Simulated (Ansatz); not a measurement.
Geometry optimisation, Ansatz, RKS B3LYP-D4/def2-SVP.

The input (input.yaml):

```yaml
crystal:
  periodic: [false, false, false]
  atoms:
    - { symbol: Ge, position_ang: [-0.8909, 0.2049, -0.7381] }
    - { symbol: H, position_ang: [0.7524, 1.0412, 0.0118] }
    - { symbol: H, position_ang: [-1.1142, 1.5079, -1.5442] }
    - { symbol: H, position_ang: [-1.9956, 0.132, 0.2673] }
    - { symbol: H, position_ang: [-0.577, -0.8644, -1.7356] }
    - { symbol: H, position_ang: [0.8712, -1.0301, 1.1409] }
    - { symbol: F, position_ang: [-0.1319, -1.2914, 0.5426] }
    - { symbol: H, position_ang: [1.3229, 0.5731, 0.6565] }
    - { symbol: F, position_ang: [1.763, -0.2731, 1.3988] }
basis:
  gaussian: { orbitals: def2-SVP }
hamiltonian:
  xc: b3lyp
  dispersion: d4
relax:
  f_tol: 0.15
  max_steps: 25
  restrain:
    - { distance: [0, 6], at: 3.07, k: 30.0 }
    - { distance: [5, 8], at: 2.18, k: 30.0 }
    - { distance: [7, 1], at: 1.92, k: 30.0 }
    - { distance: [0, 1], at: 1.51, k: 30.0 }
    - { distance: [5, 6], at: 0.88, k: 30.0 }
    - { distance: [7, 8], at: 0.88, k: 30.0 }
```

Command:

```bash
$ ansatz run input.yaml --threads 2 --pin off --max-ram 3072MiB --backend cpu --events-out ev --progress --plain --runs-dir out
```

**Question.** Where does it end, and by what steps?

**Answer.** It converged. The restraints hold the end off the free minimum. After 6 steps the energy has fallen by 1.519 eV (the restraints' own energy left out); F7 moved furthest, 0.63 Å. Joined: Ge1–H2 (1.99 → 1.52 Å), H6–F7 (1.20 → 0.91 Å), H8–F9 (1.21 → 0.91 Å).

```json
{"step": "0", "energy less start (eV)": "0.0000", "largest force component (eV/Å)": "1.488", "accepted": "yes"}
{"step": "1", "energy less start (eV)": "-0.7636", "largest force component (eV/Å)": "1.771", "accepted": "yes"}
{"step": "2", "energy less start (eV)": "-0.2759", "largest force component (eV/Å)": "8.739", "accepted": "yes"}
{"step": "3", "energy less start (eV)": "-1.0905", "largest force component (eV/Å)": "2.979", "accepted": "yes"}
{"step": "4", "energy less start (eV)": "-1.4060", "largest force component (eV/Å)": "1.038", "accepted": "yes"}
{"step": "5", "energy less start (eV)": "-1.5162", "largest force component (eV/Å)": "0.870", "accepted": "yes"}
{"step": "6", "energy less start (eV)": "-1.5194", "largest force component (eV/Å)": "1.001", "accepted": "yes"}
```

```xyz
9
Properties=species:S:1:pos:R:3
Ge -0.936 0.514 -0.922
H 0.344 0.910 -0.196
H -1.337 1.717 -1.802
H -2.038 0.237 0.108
H -0.662 -0.706 -1.810
H 0.670 -1.498 1.258
F -0.073 -1.839 0.852
H 1.854 0.634 0.954
F 2.179 0.032 1.558
```

Run time: 16 s on 2 threads of Intel(R) Xeon(R) Platinum 8488C (Sapphire Rapids) (shared host), peak memory 0.21 GiB.
